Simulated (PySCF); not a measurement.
but-1-en-3-yne (C₄H₄), SMILES C(C=C)#C. Atoms are numbered in the order given.

```xyz
8

C      0.1746    -1.9279     0.0000
C     -0.1153    -0.7359     0.0000
C     -0.4906     0.6372     0.0000
C      0.3755     1.6773     0.0000
H      0.4399    -2.9757     0.0000
H     -1.5774     0.8410     0.0000
H      1.4646     1.5171     0.0000
H      0.0076     2.7142     0.0000
```
Charge 0, spin multiplicity 1.

Coordinates come from a PBE-D3(BJ)/def2-SVP optimisation.

Method: PBE/def2-TZVPD in PySCF.

Mulliken values depend strongly on the basis, most of all with diffuse functions as here. ESP charges are fitted to the potential on shells at 1.4 to 2.0 van der Waals radii. Atomic charges (e):

```tsv
atom	IAO	Mulliken	ESP fit
C1	-0.23	-0.17	-0.50
C2	-0.02	0.03	0.15
C3	-0.15	-0.14	-0.09
C4	-0.29	-0.60	-0.40
H5	0.20	0.26	0.32
H6	0.17	0.21	0.15
H7	0.16	0.23	0.20
H8	0.16	0.19	0.18
```
